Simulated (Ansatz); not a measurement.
Consider the atomization: `B/N=C\OCC` → B• + 3 C• + 8 H• + N• + O•.

Computed with Ansatz on PBE0-D4/def2-TZVP structures; ΔE is electronic, products minus reactants. CCSD(T)/CBS adds triple-zeta CCSD(T) − MP2 to the extrapolated MP2 energy (def2 sets, frozen cores). This one scheme is used for every species, atoms too. DFT in def2-TZVPP. B3LYP here is the variant with VWN-RPA as its local correlation; programs differ in this. No spin–orbit coupling; open shells (•) take unrestricted orbitals. Spin–orbit coupling would lower the free atoms: a little for B, C, O. One conformer a species, not always the lowest.

```tsv
level	ΔE (kcal/mol)	difference from CCSD(T)/CBS
PBE-D4	1372.1	45.3
r2SCAN-D4	1338.5	11.7
PBE0-D4	1342.1	15.3
B3LYP-D4	1339.5	12.7
ωB97X-V	1335.0	8.2
ωB97M-V	1337.7	10.9
B2PLYP	1323.5	-3.3
PBE	1366.8	40.0
r2SCAN	1337.1	10.3
PBE0	1337.6	10.8
B3LYP	1331.0	4.2
HF/def2-TZVPP	964.8	-362.0
MP2/def2-TZVPP	1317.8	-9.0
SCS-MP2/def2-TZVPP	1312.5	-14.3
CCSD/def2-TZVPP	1273.5	-53.3
CCSD(T)/def2-TZVPP	1294.4	-32.4
HF/def2-QZVPP	966.4	-360.4
MP2/def2-QZVPP	1337.0	10.2
SCS-MP2/def2-QZVPP	1334.2	7.4
HF/CBS(def2)	966.6	-360.2
MP2/CBS(def2)	1350.3	23.5
CCSD/CBS(def2)	1305.9	-20.9
CCSD(T)/CBS	1326.8	0
```

Largest T1 diagnostic among the species: 0.014.

From PBE to PBE0 (25 % exact exchange), in def2-TZVPP and without D4, ΔE moves by −29.1 kcal/mol: exact exchange takes away binding that semilocal exchange gives to molecules. The D4 term adds +8.4 kcal/mol with B3LYP and +4.5 kcal/mol with PBE0; it sums over pairs of atoms, weighted by their polarisabilities, and B3LYP, whose exchange is more repulsive, gets the larger term. In def2-TZVPP, CCSD(T) changes the Hartree–Fock value by +329.6 kcal/mol (the triples alone add +20.9 kcal/mol) and MP2 by +353.1 kcal/mol; breaking electron pairs costs correlation energy, which Hartree–Fock lacks.

For atomizations the MP2-based limit and the directly extrapolated one differ by several kJ/mol either way, and by 10 to 25 for some Ge, Se and Sn compounds, so smaller differences from it don't rank the levels.
